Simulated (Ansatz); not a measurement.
Basis sets compared for B3W3. Total charge 0; doublet. Geometry PBE-D4/def2-SVP. Ansatz on 4 threads of Arm Neoverse V1 on a shared host; times are rough, and most runs start from earlier orbitals.

```xyz
6

W    -1.4652   -0.6740   -0.5558
W    -0.5718   -0.4117    1.5993
W     0.8838   -0.7693   -0.8226
B    -0.1313    0.8753   -1.4576
B     1.3226   -0.0208    1.0523
B    -0.0382    1.0005    0.1843
```

In the def2 sets W takes a core potential; there is no spin–orbit coupling. Another isomer (doublet) lies 0.76 eV lower at PBE0-D4/def2-TZVP; other spin states weren't run for this one.

```json
{"level": "PBE-D4/def2-SVP", "functions": "138", "energy (Eh)": "-275.6313", "HOMO (eV)": "-4.23", "LUMO (eV)": "-3.71", "wall time": "5.5 s"}
{"level": "PBE0-D4/def2-SVP", "functions": "138", "energy (Eh)": "-275.4253", "HOMO (eV)": "-5.05", "LUMO (eV)": "-2.82", "wall time": "8.5 s"}
```

(1) Estimate the rows for PBE-D4/def2-TZVP (with forces), PBE0-D4/def2-TZVP.

Results:

(1) 
```
                         level  functions  energy (Eh)  HOMO (eV)  LUMO (eV)  wall time
PBE-D4/def2-TZVP (with forces)        213    -275.7385      -4.22      -3.68        9 s
             PBE0-D4/def2-TZVP        213    -275.5374      -5.02      -2.78       18 s
```
